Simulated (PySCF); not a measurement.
**Electron correlation in Sn²⁺ (tin, charge +2)**

[Kr] 4d10 5s2, closed-shell 1S. Calculation: PySCF 2.14, in x2c-SVPall (6s5p3d, 36 functions); scalar relativity by spin-free X2C-1e. Frozen: [Kr] 4d10; 2 electrons correlated.

Total MP2 correlation energy: -21.74 mhartree.

Same-spin part 0.00 and opposite-spin part -21.74 mhartree; SCS-MP2 scales them by 1/3 and 6/5 to -26.09 mhartree.

With two correlated electrons CCSD is exact within the correlated space (frozen core and kept virtual orbitals).

```
level  correlation energy (mhartree)
 CCSD                         -32.67
```

Diagnostics: T1 = 0.0031, D1 = 0.0045, largest double amplitude 0.101.

Question: Is a single reference adequate?

Answer: Mostly. T1 lies below 0.03, but a double amplitude of this size points to a near-degeneracy that CCSD handles and MP2 describes poorly.
